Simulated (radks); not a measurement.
Spherical quantum dot in the effective-mass picture: electrons in a hard-walled sphere of radius 9.67, all in effective atomic units (hartree* = m*/eps^2 hartree, bohr* = eps/m* bohr), one dielectric constant everywhere. Method: non-relativistic Kohn-Sham, LDA (Slater exchange, Perdew-Wang correlation), spin-polarised, spherical densities; computed with a radial shooting solver with Libxc functionals. Levels are named by radial order and angular momentum (1s, 1p, 1d, 2s, ...), and open shells are averaged over m. Results are scaled to m* = 0.039 and eps = 11.8, for which hartree* = 7.622 meV and bohr* = 16.01 nm. Each electron was tried in the lowest free levels, single moves between levels near the top were tried too, and the lowest total energy was kept; such a search can miss a lower state. At N = 1 the Hartree and exchange-correlation terms need not cancel, so that row can carry a self-interaction error.

N        open shells  2S   E (meV)  mu = E(N) - E(N-1) (meV)  addition energy mu(N+1) - mu(N) (meV)  e(HOMO) (meV)  rms radius (nm)
1   1s(up 1, down 0)   1  0.400108                   0.40011                                  1.103        0.86893            84.19
2               none   0   1.90355                    1.5034                                  1.243         1.9751            91.81
3   1p(up 1, down 0)   1   4.64967                    2.7461                                 0.9231         3.2038            98.24
4   1p(up 2, down 0)   2   8.31884                    3.6692                                 0.9364         4.1364            101.9
5   1p(up 3, down 0)   3   12.9244                    4.6055                                  1.118         5.0749            104.6
6   1p(up 3, down 1)   2   18.6479                    5.7235                                 0.9070         6.1749            106.6
7   1p(up 3, down 2)   1   25.2784                    6.6306                                 0.9156         7.0876            108.3
8               none   0   32.8246                    7.5462                                  1.276         8.0052            109.7
9   1d(up 1, down 0)   1   41.6464                    8.8217                                 0.9031         9.2728            111.1
10  1d(up 2, down 0)   2   51.3712                    9.7248                                 0.9049         10.177            112.3
11  1d(up 3, down 0)   3   62.0009                    10.630                                 0.9057         11.083            113.4
12  1d(up 4, down 0)   4   73.5364                    11.535                                 0.9057         11.988            114.3
13  1d(up 5, down 0)   5   85.9775                    12.441                                  1.093         12.894            115.1
14  1d(up 5, down 1)   4   99.5116                    13.534                                 0.8904         13.979            115.8
15  1d(up 5, down 2)   3   113.936                    14.425                                 0.8924         14.871            116.5
16  1d(up 5, down 3)   2   129.253                    15.317                                 0.8935         15.764            117.1
17  1d(up 5, down 4)   1   145.464                    16.211                                 0.8940         16.658            117.7
18              none   0   162.568                    17.105                                  1.337         17.552            118.2
19  1f(up 1, down 0)   1   181.010                    18.442                                 0.8867         18.885            118.7
20  1f(up 2, down 0)   2   200.339                    19.329                                 0.8870         19.772            119.2
21  1f(up 3, down 0)   3   220.555                    20.216                                 0.8871         20.659            119.7
22  1f(up 4, down 0)   4   241.658                    21.103                                 0.8870         21.546            120.2
23  1f(up 5, down 0)   5   263.647                    21.990                                 0.8869         22.433            120.6
24  1f(up 6, down 0)   6   286.524                    22.877                                 0.8866         23.320            121.0
25  1f(up 7, down 0)   7   310.288                    23.763                                  1.076         24.207            121.3
26  1f(up 7, down 1)   6   335.127                    24.839                                 0.8780         25.278            121.7
27  1f(up 7, down 2)   5   360.844                    25.717                                 0.8786         26.156            122.0
28  1f(up 7, down 3)   4   387.439                    26.596                                      -         27.035            122.3

All shells are closed at N = 2, 8, 18 (there: 1s2 1p6 1d10); the second difference of the energy has clear peaks (12 % above both neighbours; the first and last values, which can be the largest, are not judged, and half-filled shells can peak too) at N = 2, 5, 8, 13, 18, 25.
